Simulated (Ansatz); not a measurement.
`C[SiH](C)C#N` and `C[SiH](C)[NH][AlH2]` differ in one atom or group.

Ansatz, PBE0-D4/def2-TZVP geometries, multiplicity 1. Each molecule was computed in one conformer, which needn't be the lowest.

| property | `C[SiH](C)C#N` |
| --- | --- |
| LUMO energy (B3LYP/def2-TZVPP) / eV | -0.42 |
| HOMO–LUMO gap (PBE0/def2-TZVPP) / eV | 9.06 |
| LUMO energy (PBE0/def2-TZVPP) / eV | -0.19 |
| HOMO–LUMO gap (PBE/def2-TZVPP) / eV | 6.77 |
| size of the dipole moment (ωB97M-V/def2-TZVPP) / D | 4.21 |
| size of the dipole moment (PBE/def2-TZVPP) / D | 4.18 |

**Question.** What does the change do to each property? (Best estimate.)

**Answer.** The calculation gave: 
| property | `C[SiH](C)[NH][AlH2]` | shift |
| --- | --- | --- |
| LUMO energy (B3LYP/def2-TZVPP) / eV | -1.01 | -0.59 |
| HOMO–LUMO gap (PBE0/def2-TZVPP) / eV | 6.65 | -2.41 |
| LUMO energy (PBE0/def2-TZVPP) / eV | -0.80 | -0.61 |
| HOMO–LUMO gap (PBE/def2-TZVPP) / eV | 4.64 | -2.13 |
| size of the dipole moment (ωB97M-V/def2-TZVPP) / D | 1.40 | -2.81 |
| size of the dipole moment (PBE/def2-TZVPP) / D | 1.51 | -2.67 |

With PBE0 the HOMO rises by 1.79 eV and the LUMO falls by 0.61 eV, so the gap narrows by about 2.40 eV. PBE moves the HOMO by 1.73 eV and ωB97M-V by 1.74 eV. Dipoles are sizes alone; their direction can turn.

B3LYP here is the variant with VWN-RPA as its local correlation; programs differ in this.
